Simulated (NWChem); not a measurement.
C2H2ClI; SMILES Cl/C=C\I

```xyz
6

Cl     0.6092     2.4214     0.0000
C     -0.9684     1.7552     0.0000
C     -1.2654     0.4559     0.0000
I      0.1123    -1.0976     0.0000
H     -1.7669     2.5028     0.0000
H     -2.3095     0.1361     0.0000
```
Atoms are numbered in this order, from 1.

Computed with NWChem. All runs use the structure optimised with PBE0/def2-SVP. def2 effective core potentials on I; no spin-orbit coupling. Level: PBE/def2-SVP with COSMO at NWChem's default radii, gas-phase geometry; the question gives the dielectric constant.

Question: What does the run give for dielectric constant 2.4? Quantities: electrostatic solvation energy (kcal/mol); dipole in solution (D).

Answer: 
- electrostatic solvation energy (kcal/mol) = -1.5
- dipole in solution (D) = 1.55
